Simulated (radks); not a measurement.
Species: Te3+. Configuration: [Kr] 4d10 5s2 5p1 (the NIST ground configuration).

All-electron calculation, Dirac Kohn-Sham, HCTH/407, spin-unpolarised, spherical densities, point nucleus; open shells are shared between the two j in proportion to 2j + 1. Program: a radial shooting solver on a logarithmic mesh with Libxc functionals.

Energy parts (hartree):
| part | energy |
|---|---|
| total | -6799.04360 |
| kinetic | 7189.89299 |
| electron-nucleus | -16459.54540 |
| Hartree | 2650.22272 |
| exchange-correlation | -179.61390 |

Orbitals (lengths in bohr, moments of r in powers of bohr):
1s1/2: occ. 2; eigenvalue (hartree) -1162.369; <1/r> 55.55; <r^4> 2.876e-06; <r> 0.02782; <r^2> 0.001049
2s1/2: occ. 2; eigenvalue (hartree) -179.4217; <1/r> 12.94; <r^4> 0.0004916; <r> 0.1194; <r^2> 0.01688
2p1/2: occ. 2; eigenvalue (hartree) -168.2664; <1/r> 12.93; <r^4> 0.0003145; <r> 0.1008; <r^2> 0.01250
2p3/2: occ. 4; eigenvalue (hartree) -158.1786; <1/r> 11.96; <r^4> 0.0003747; <r> 0.1064; <r^2> 0.01379
3s1/2: occ. 2; eigenvalue (hartree) -36.68730; <1/r> 4.606; <r^4> 0.02136; <r> 0.3216; <r^2> 0.1184
3p1/2: occ. 2; eigenvalue (hartree) -32.08976; <1/r> 4.518; <r^4> 0.02045; <r> 0.3119; <r^2> 0.1131
3p3/2: occ. 4; eigenvalue (hartree) -30.20494; <1/r> 4.280; <r^4> 0.02342; <r> 0.3233; <r^2> 0.1213
3d3/2: occ. 4; eigenvalue (hartree) -22.08462; <1/r> 4.134; <r^4> 0.01930; <r> 0.2941; <r^2> 0.1025
3d5/2: occ. 6; eigenvalue (hartree) -21.68927; <1/r> 4.073; <r^4> 0.02014; <r> 0.2977; <r^2> 0.1049
4s1/2: occ. 2; eigenvalue (hartree) -7.21854; <1/r> 1.838; <r^4> 0.6401; <r> 0.7634; <r^2> 0.6587
4p1/2: occ. 2; eigenvalue (hartree) -5.63298; <1/r> 1.727; <r^4> 0.8096; <r> 0.7993; <r^2> 0.7283
4p3/2: occ. 4; eigenvalue (hartree) -5.27396; <1/r> 1.650; <r^4> 0.9306; <r> 0.8275; <r^2> 0.7805
4d3/2: occ. 4; eigenvalue (hartree) -2.73333; <1/r> 1.395; <r^4> 1.930; <r> 0.9523; <r^2> 1.062
4d5/2: occ. 6; eigenvalue (hartree) -2.67822; <1/r> 1.376; <r^4> 2.026; <r> 0.9637; <r^2> 1.087
5s1/2: occ. 2; eigenvalue (hartree) -1.57472; <1/r> 0.6830; <r^4> 24.73; <r> 1.914; <r^2> 4.108
5p1/2: occ. 0.333333; eigenvalue (hartree) -1.19693; <1/r> 0.5937; <r^4> 42.67; <r> 2.179; <r^2> 5.347
5p3/2: occ. 0.666667; eigenvalue (hartree) -1.15160; <1/r> 0.5720; <r^4> 48.33; <r> 2.251; <r^2> 5.702
5d3/2: occ. 0; eigenvalue (hartree) -0.66445; <1/r> 0.4095; <r^4> 171.2; <r> 3.090; <r^2> 10.74
5d5/2: occ. 0; eigenvalue (hartree) -0.65963; <1/r> 0.4064; <r^4> 175.8; <r> 3.113; <r^2> 10.90
6s1/2: occ. 0; eigenvalue (hartree) -0.62027; <1/r> 0.3273; <r^4> 428.3; <r> 3.986; <r^2> 17.66
4f5/2: occ. 0; eigenvalue (hartree) -0.43976; <1/r> 0.4385; <r^4> 238.7; <r> 3.047; <r^2> 11.33
4f7/2: occ. 0; eigenvalue (hartree) -0.43912; <1/r> 0.4362; <r^4> 240.8; <r> 3.057; <r^2> 11.39

The highest occupied level is 5p3/2 at -31.337 eV. The density falls to 0.001 e/bohr^3 at r = 3.62 bohr. Summed over all electrons, <r^2> = 32.57 bohr^2, which gives a Langevin (diamagnetic) susceptibility term of -25.8 x 10^-6 cm^3/mol. For comparison, the ionisation energy in NIST's Atomic Spectra Database is 37.416 eV (measured). In exact Kohn-Sham theory the highest level is minus the ionisation energy, but local and semilocal functionals leave it too shallow, through self-interaction and a potential that decays too fast; potentials with the right tail come closer.

Beside tabulated values, note that spin-unpolarised runs miss the spin-polarisation part of the exchange energy of open shells.
